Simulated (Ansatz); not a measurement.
`[CH3][Sn]([CH3])([CH3])[OH]`, relaxed with RKS PBE0-D4/def2-TZVP in the Gaussian-basis code of Ansatz from a PBE-D4/def2-SVP geometry. The force threshold is 0.005 eV/Å; the program also tests the step.

Total charge 0; spin multiplicity 1. Sn takes the def2 core potential.

Start:

```xyz
15

C     1.295    1.011   -1.296
Sn    0.066    0.093    0.245
C    -2.055    0.368   -0.150
C     0.581   -1.979    0.574
O     0.520    0.918    2.041
H     1.097    0.522   -2.270
H     1.070    2.091   -1.387
H     2.365    0.884   -1.040
H    -2.305    1.444   -0.222
H    -2.322   -0.124   -1.107
H    -2.646   -0.089    0.666
H     0.381   -2.579   -0.335
H    -0.019   -2.379    1.413
H     1.655   -2.054    0.830
H     0.316    1.872    2.037
```

| step | energy (eV) | largest force (eV/Å) | largest move (Å) |
| --- | --- | --- | --- |
| 1 | -11149.6636 | 0.895 | 0.000 |
| 2 | -11149.7479 | 0.227 | 0.083 |
| 3 | -11149.7545 | 0.101 | 0.044 |
| 4 | -11149.7566 | 0.045 | 0.012 |
| 5 | -11149.7568 | 0.011 | 0.013 |
| 6 | -11149.7568 | 0.002 | 0.005 |

End:

```xyz
15

C     1.276    1.007   -1.274
Sn    0.062    0.063    0.216
C    -2.026    0.368   -0.146
C     0.576   -1.974    0.567
O     0.496    0.898    1.962
H     1.127    0.532   -2.245
H     1.016    2.063   -1.360
H     2.328    0.924   -0.997
H    -2.241    1.434   -0.244
H    -2.332   -0.134   -1.066
H    -2.606   -0.034    0.685
H     0.388   -2.582   -0.319
H    -0.017   -2.361    1.396
H     1.632   -2.043    0.828
H     0.321    1.839    1.996
```

Hardware: 4 threads of an Arm Neoverse V1 on a shared host. Wall time 34 s, peak host memory 0.73 GiB.
